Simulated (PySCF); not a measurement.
C₄H₅FN₂.
Atom-mapped SMILES: `[CH3:1]/[N:2]=[CH:3]\[C@H:4]([F:5])[C:6]#[N:7]` (hydrogens: H8, H9, H10 on C1; H11 on C3; H12 on C4)

All values: wB97X-D/def2-SVPD (PySCF, non-relativistic), on one gas-phase PBE0-D3(BJ)/def2-SVP geometry that isn't relaxed in the solvent. The solvent is an IEF-PCM continuum (Bondi radii, 1.10 Å for H, scaled by 1.2). Specific hydrogen bonds and non-electrostatic terms are outside this model.

Gas phase at wB97X-D/def2-SVPD: HOMO -9.82 eV, LUMO 0.59 eV, dipole 2.82 D.

Problem. What does the continuum do to the energy, the frontier levels and the dipole at wB97X-D/def2-SVPD in chloroform?

Solution. 
```
   solvent      ε  E(solvent) − E(gas) (kcal/mol)  polarisation term (kcal/mol)  distortion of the solute (kcal/mol)  HOMO (eV)  LUMO (eV)  dipole (D)
chloroform  4.711                           -5.67                         -6.46                                 0.79      -9.68       0.78        3.37
```

The polarisation term is half the interaction of the solute with the surface charges that it induces; the rest is the cost of distorting the solute's density. The sum is the electrostatic part of solvation alone.

Problem. Which radius a makes the point-dipole formula ΔE = −[(ε − 1)/(2ε + 1)]·μ²/a³ give the value in chloroform, with the gas-phase dipole?

Solution. μ = 1.109 au and |ΔE| = 0.00904 Eh give a = 1.93 Å; the farthest nucleus lies 2.76 Å from the centroid of the nuclei, so such a sphere wouldn't even hold the nuclei. The formula assumes a rigid point dipole at the centre of a sphere.

Problem. How does the static polarisability (wB97X-D/def2-SVPD, frozen core, with the continuum's full static response) change?

Solution. 
| medium | isotropic (au) | principal values (au) | ⟨r²⟩ of the electrons (bohr²) |
| --- | --- | --- | --- |
| gas | 59.8 | 47.8, 63.1, 68.6 | 780.5 |
| chloroform | 72.6 | 58.2, 77.1, 82.4 | 781.5 |

The isotropic value in chloroform is 1.21 times the gas-phase one; no cavity-field correction is applied. ⟨r²⟩ is taken about the centre of nuclear charge.

The run took about 40 s of CPU time (one thread, shared machine). This is the whole response run at wB97X-D/def2-SVPD in chloroform, SCF included.

Shape of the structure used: `[CH3:1]/[N:2]=[CH:3]\[C@H:4]([F:5])[C:6]#[N:7]`: N2–C3–C4–F5 -168°.

The pairwise dispersion term of wB97X-D wasn't added to the energies; at a given geometry it leaves orbitals and properties as they are.
